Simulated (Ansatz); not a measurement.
Ansatz results at the PBE0-D4/def2-TZVP geometry: ideal-gas entropy at 298 K and 1 bar (rigid rotor, harmonic PBE0-D4/def2-TZVP) 348 J/(mol·K); LUMO energy (B3LYP/def2-TZVPP) -1.44 eV; size of the dipole moment (B3LYP/def2-TZVPP) 1.25 D.

Each molecule was computed in one conformer, which needn't be the lowest.

Q: Which molecule gave them?
A. `O[Si]1(S)C[SiH2]1`
B. `O[SiH]1[NH][SbH]1`
C. `CC1=NC1`
D. `C=[C](F)[AlH][OH]`

A: B. The others give `O[Si]1(S)C[SiH2]1`: 367, -0.56, 0.72; `CC1=NC1`: 281, -0.25, 2.74; `C=[C](F)[AlH][OH]`: 340, -1.51, 1.86.

B3LYP here is the variant with VWN-RPA as its local correlation; programs differ in this.
